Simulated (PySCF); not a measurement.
# State search for ZrSe

Unrestricted PBE0; PySCF, scalar-relativistic core potentials, basis sets Zr def2-TZVPP with ECP28, Se def2-TZVPP. Outer shells of the fragments: Zr 4d2 5s2; Se 3d10 4s2 4p4.

Followed along the bond (rough minima from three points):

```tsv
2Ms+1	unpaired	⟨S²⟩ at the start	R at minimum (Å)	Te (eV)
3	σ ↑, δ ↑	2.06	2.33	0.00
1	σ ↓, δ ↑	0.92	2.36	0.09
1	none	0.00	2.28	0.44
3	σ ↑, π ↑	2.05	2.35	0.97
3	δ ↑↑	2.06	2.36	1.09
3	π ↑, δ ↑	2.05	2.38	1.32
```

Solutions found at the starting distance of 2.520 Å, counted from the lowest of them; the search is not exhaustive and high or unbound solutions are not listed, so other states can lie among these:

```tsv
2Ms+1	unpaired	term	E (eV)	⟨S²⟩	⟨Lz²⟩	μ (D)
3	σ ↑, δ ↑	³Δ	0.00	2.06	4.01	-6.53
1	σ ↓, δ ↑	mixed	0.16	0.92	2.82	-6.24
1	none	¹Σ⁺	0.63	0.00	0.00	-4.79
3	σ ↑, π ↑	mixed	0.87	2.05	1.84	-6.26
3	δ ↑↑	³Σ⁻	0.96	2.06	0.00	-8.37
3	π ↑, δ ↑	mixed	1.14	2.05	4.69	-6.97
```

A term symbol is given only where ⟨S²⟩ and ⟨Lz²⟩ are close to those of a pure state; real π, δ and φ orbitals otherwise mix terms. A positive dipole means Zr(−)Se(+).

**Question.** Compare the gap between the two lowest followed solutions at the starting distance with the gap between their minima.

**Answer.** At PBE0 the second solution (Ms = 0 of mixed spin, unpaired electrons σ ↓, δ ↑) lies +0.16 eV from the first (triplet, unpaired electrons σ ↑, δ ↑) at 2.520 Å and +0.09 eV at the minima; the two curves relax by different amounts, since their minima lie near 2.36 and 2.33 Å.

Spin–orbit coupling is left out. The state is the lowest single determinant that the PBE0 search found; with open d or f shells the true ground state can be another one.
